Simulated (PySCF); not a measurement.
Compound: C6H9FO2.
Atom-mapped SMILES: `[O:1]=[C:2]1[CH2:3][CH2:4][O:5][CH2:6][C@H:7]1[CH2:8][F:9]` (hydrogens: H10, H11 on C3; H12, H13 on C4; H14, H15 on C6; H16 on C7; H17, H18 on C8)

Geometry (GFN2-xTB, Å), atoms numbered from 1 in this order:
```xyz
18
C6H9FO2 angstrom
O      0.402   -2.195    0.127
C     -0.058   -1.143   -0.236
C     -1.529   -0.888   -0.447
C     -1.947    0.298    0.444
O     -1.169    1.436    0.184
C      0.190    1.220    0.449
C      0.775    0.105   -0.451
C      2.244   -0.154   -0.142
F      2.992    0.962   -0.420
H     -1.703   -0.624   -1.491
H     -2.106   -1.778   -0.195
H     -1.857    0.004    1.501
H     -2.981    0.583    0.241
H      0.340    0.945    1.505
H      0.700    2.165    0.252
H      0.672    0.429   -1.491
H      2.393   -0.388    0.916
H      2.633   -0.970   -0.759
```

Method used: PySCF 2.14.0, density-fitted response routines, TDDFT PBE0/def2-SVPD, vertical, gas phase, core orbitals frozen in the response.

Transition dipole moments from the ground state, in atomic units and in the frame of the coordinates above (overall signs are arbitrary), for the states with f of 0.002 or more among the lowest 6:

| state | E (eV) | μx | μy | μz |
| --- | --- | --- | --- | --- |
| S2 | 5.867 | -0.162 | 0.388 | 0.051 |
| S3 | 7.092 | 0.020 | 0.230 | 0.088 |
| S4 | 7.118 | -0.273 | -0.104 | 0.012 |
| S6 | 7.578 | -0.088 | -0.168 | 0.019 |

Question: Work out the oscillator strengths.

Answer: f = (2/3) ΔE |μ|² with ΔE in hartree (27.2114 eV).

| state | \|μ\|² (au) | \|μ\| (D) | f |
| --- | --- | --- | --- |
| S2 | 0.179 | 1.08 | 0.026 |
| S3 | 0.061 | 0.63 | 0.011 |
| S4 | 0.085 | 0.74 | 0.015 |
| S6 | 0.036 | 0.48 | 0.007 |

Question: What angle do the transition dipoles of S2 and S4 make?

Answer: |cos θ| = |μa·μb| / (|μa| |μb|) = 0.04, so θ ≈ 88° (taken between 0 and 90°, since the signs are arbitrary).

Question: What peak molar absorption coefficient would the strongest computed level give as a lone Gaussian band 0.4 eV wide at half height?

Answer: ε(max) = 2.175×10⁸ f / FWHM, with the width in cm⁻¹. S2: 2.175×10⁸ × 0.0257 / 3226 ≈ 1700 L mol⁻¹ cm⁻¹.

One conformer stands for the species.
